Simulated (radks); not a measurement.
The numbers below are computed, except where a source is named.
Spin polarisation of the 4p3 shell in the selenium ion Se+. Start: [Ar] 3d10 4s2 4p(up 1.5, down 1.5); electrons of 4p are moved from spin down to spin up, other shells keep equal spins. Code: a radial shooting solver on a logarithmic mesh with Libxc functionals. Model: scalar-relativistic Kohn-Sham, r2SCAN, spin-polarised, spherical densities, finite nucleus; meta-GGA in the generalised Kohn-Sham scheme; Fermi nuclear charge, rms radius of each element as measured or else 0.836 A^(1/3) + 0.57 fm. Estimate the energy gained and the exchange splitting at a moment of 3 Bohr magnetons.

Answer. At moment 3 the spin-polarisation energy is -2.758 eV and the 4p exchange splitting 3.942 eV, that is 1.314 eV per Bohr magneton; E = -I m^2/4 would give I = 1.226 eV.
